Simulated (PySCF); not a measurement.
SSi, charge -1, multiplicity 2. Atoms are numbered in the order given.

```xyz
2

Si     0.0000     0.0000    -1.0825
S      0.0000     0.0000     0.9472
```
Charge -1, spin multiplicity 2.

Coordinates come from a PBE0-D3(BJ)/def2-TZVPD optimisation. The multiplicity is an assumed one; other spin states were not compared.

Level of theory: B3LYP/def2-TZVPD (PySCF).

Mulliken values depend strongly on the basis, most of all with diffuse functions as here. Atomic charges (e):

| atom | Mulliken | meta-Löwdin | Mulliken spin |
|---|---|---|---|
| Si1 | -0.40 | -0.34 | 0.81 |
| S2 | -0.60 | -0.66 | 0.19 |
